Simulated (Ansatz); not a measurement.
Geometry optimisation, RKS PBE/def2-SVP in Ansatz 0.2.0.

input.yaml

```yaml
crystal:
  periodic: [false, false, false]
  atoms:
    - { symbol: Ta, position_ang: [-0.235853, -0.52024, 0.07274] }
    - { symbol: O, position_ang: [2.84823, 0.329522, 0.308512] }
    - { symbol: H, position_ang: [2.606463, 0.434001, 1.251308] }
    - { symbol: F, position_ang: [0.361617, -0.096997, 1.856322] }
    - { symbol: O, position_ang: [0.183571, -0.260169, -1.779697] }
    - { symbol: H, position_ang: [0.20665, -0.867483, -2.540323] }
    - { symbol: "N", position_ang: [-1.065275, 1.290732, 0.097114] }
    - { symbol: H, position_ang: [-1.18988, 1.874488, 0.933138] }
    - { symbol: H, position_ang: [-1.285556, 1.831617, -0.747733] }
    - { symbol: "N", position_ang: [-1.885226, -1.583325, 0.184091] }
    - { symbol: H, position_ang: [-2.846252, -1.231315, 0.207172] }
    - { symbol: H, position_ang: [-1.856841, -2.607614, 0.223217] }
    - { symbol: Cl, position_ang: [1.155987, -2.549931, 0.174969] }
    - { symbol: H, position_ang: [2.891965, -0.659186, 0.225969] }
basis:
  gaussian: { orbitals: def2-SVP }
hamiltonian:
  xc: pbe
relax:
  f_tol: 0.03
  max_steps: 50
output:
  orbitals: {}
```

Launched with:

```bash
$ ansatz run input.yaml --threads 4 --pin off --max-ram 5120MiB --backend cpu --events-out ev --progress --plain --runs-dir out
```

Question: Where does it end, and by what steps?

Answer: The forces met the threshold. After 11 steps the energy has fallen by 0.359 eV; O2 moved furthest, 0.65 Å. Joined: Ta1–O2 (3.21 → 2.38 Å).

```tsv
step	energy less start (eV)	largest force component (eV/Å)	accepted
0	0.0000	0.618	yes
1	-0.0623	0.987	yes
2	-0.1799	1.015	yes
3	-0.3242	0.454	yes
4	-0.3393	0.475	yes
5	-0.3512	0.204	yes
6	-0.3545	0.152	yes
7	-0.3570	0.078	yes
8	-0.3581	0.067	yes
9	-0.3586	0.063	yes
10	-0.3591	0.039	yes
11	-0.3594	0.022	yes
```

```xyz
14
Properties=species:S:1:pos:R:3
Ta -0.048 -0.500 0.109
O 2.209 0.261 0.236
H 2.295 0.407 1.202
F 0.294 -0.119 1.992
O 0.330 -0.289 -1.776
H -0.007 -0.844 -2.500
N -0.878 1.314 0.104
H -1.086 1.864 0.945
H -1.053 1.871 -0.740
N -1.709 -1.572 0.138
H -2.668 -1.212 0.161
H -1.700 -2.594 0.226
Cl 1.237 -2.607 0.282
H 2.673 -0.595 0.088
```

Whether the end is a true minimum wasn't checked by a vibrational analysis.

Time of the run: 12 s on 4 threads of AMD EPYC 9R45 96-Core Processor (Zen 5), with other jobs on the host, peak memory 0.26 GiB.
